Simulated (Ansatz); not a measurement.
A made-up structure of CH$_{4}$OTe, closed shell:

| atom | x (Å) | y (Å) | z (Å) |
| --- | --- | --- | --- |
| C1 | -0.4604 | 0.7053 | -0.2462 |
| O2 | -0.6079 | -0.4071 | 0.6114 |
| Te3 | 0.4781 | -1.9840 | 0.2036 |
| H4 | -0.6339 | 0.4455 | -1.2964 |
| H5 | 0.5351 | 1.1565 | -0.1588 |
| H6 | -1.2372 | -0.7481 | 1.2661 |
| H7 | 1.8959 | -1.3570 | 0.8214 |

It is relaxed with PBE-D4/def2-SVP and then PBE0-D4/def2-TZVP (Ansatz 0.2.0). Atoms count as bonded within 1.22 times the sum of their covalent radii (H–H: 0.88 Å). The end point is not checked to be a true minimum.

(1) Does its bonding change? (Judge from chemistry; the calculation decides.)

## Answers

(1) By the calculation: Yes. Formed: Te3–H6; broken: O2–Te3, O2–H6.

Where it ends: The first stage lowers the energy by 4.01 eV in 32 steps. It ends as a complex of CH₂O ([CH2][O]) + H₂Te:
```tsv
atom	x (Å)	y (Å)	z (Å)
C1	-0.5022	1.1043	-0.2742
O2	-0.7301	0.9394	0.8899
Te3	0.2668	-2.7859	0.4319
H4	-0.1378	0.2803	-0.9190
H5	-0.6460	2.0889	-0.7605
H6	-0.1537	-1.3620	1.1722
H7	1.8727	-2.4539	0.6608
```

Labels in which every atom is bracketed show which atoms are joined, not bond orders.

For scale, one of the runs: PBE0-D4/def2-TZVP relaxation, 136 basis functions, launched by `ansatz run in.yaml --threads 2 --pin off --events-out ev --progress --plain --max-ram 4352MiB`. The run took about 36 s on 2 CPU threads of an Arm Neoverse V1 (shared host).
